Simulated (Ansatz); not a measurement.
An input meant for Cu₂S₂ (charge 0, triplet; scaled by 0.96).

```yaml
crystal:
  periodic: [false, false, false]
  atoms:
    - {symbol: Cu, position_ang: [1.504789, -2.214027, -0.323912]}
    - {symbol: Cu, position_ang: [-1.610925, 1.933179, 0.969038]}
    - {symbol: S, position_ang: [-2.795596, -1.615286, -1.555541]}
    - {symbol: S, position_ang: [2.901711, 1.896155, 0.910393]}
basis:
  gaussian: {orbitals: def2-TZVPD, fitting: {mean_field: def2-universal-jkfit}}
magnetization: {spin_polarized: true, initial_magnetization: 2}
hamiltonian: {xc: {name: CAM-B3LYP}, dispersion: d3bjatm}
scf: {omitted_lower_state_checks: [starts]}
output: {forces: true}
```

```sh
$ ansatz run in.yaml --threads 4 --pin off --events-out ev --progress --plain --max-ram 4787MiB
```

Output, abridged:

```
Functional definition: CAM-B3LYP
784 factors; integrals over basis functions are off by at most 2.8e-1 eV
784 factors; integrals over basis functions are off by at most 1.9e-3 eV
mean field evaluation 1: about -110943.9810 eV, gradient 6.2e1 eV
mean field evaluation 2: about -110914.4560 eV, gradient 1.6e2 eV
mean field evaluation 4: about -110951.3269 eV, gradient 5.6e0 eV
mean field evaluation 8: about -110951.4260 eV, gradient 1.3e0 eV
mean field evaluation 16: about -110952.8951 eV, gradient 2.3e-2 eV
mean field evaluation 32: about -110952.9440 eV, gradient 1.9e-5 eV
mean field -110952.94403853 eV, -4077.4454868092 hartree, gradient 1.0e-8 eV, S^2 3.861189; 0 other end points of the search recorded, 0 dependent functions left out
reference -110952.94419648 eV, -4077.4454926139 hartree; 46, 44 occupied and 142, 144 virtual orbitals, 784 factors
Total energy: -110953.04145395 eV, -4077.4490667600 hartree
Atom 0 at     1.504789    -2.214027    -0.323912 Å, force    -0.075552     0.121325     0.001802 eV/Å
Atom 1 at    -1.610925     1.933179     0.969038 Å, force     0.085988    -0.093708    -0.065239 eV/Å
Atom 2 at    -2.795596    -1.615286    -1.555541 Å, force     0.135089     0.072671     0.092448 eV/Å
Atom 3 at     2.901711     1.896155     0.910393 Å, force    -0.145524    -0.100288    -0.029011 eV/Å
Dipole moment:    -0.012174    -0.032218     0.074003 e Å
Checks for a lower state left out: starts
```

**Question.** Something in this input is off. What?

**Answer.** The geometry is stretched to more than twice its size. Self-consistency was reached. The result belongs to that input, not to the species as meant. The charge 0 triplet is spin-contaminated (final ⟨S²⟩ up to 3.86, 2.00 for a pure state).
